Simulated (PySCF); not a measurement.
Method: PySCF with B3LYP-D3(BJ)/def2-TZVP // TPSS-D3(BJ)/def2-SVP. All species are isolated molecules in the gas phase. B3LYP has the VWN-RPA correlation part, as in Gaussian. 

Reference species: [Pt(F)3] (neutral, multiplicity 2).

* **highest occupied spin orbital**: -9.04 eV
* **spin population on the central atom (Mulliken)**: 0.70
* **mean distance from the central atom to its bonded neighbours**: 1.886 Å

Changed species: [Hf(F)3] (M = Hf, multiplicity 2; the reference has M = Pt, multiplicity 2).

Task: What does the change do to the highest occupied spin orbital, spin population on the central atom (Mulliken) and mean distance from the central atom to its bonded neighbours?

Result: the highest occupied spin orbital goes up by 3.09 eV, to -5.95 eV; the spin population on the central atom (Mulliken) increases by 0.33, to 1.03; the mean distance from the central atom to its bonded neighbours rises by 0.032 Å, to 1.918 Å.
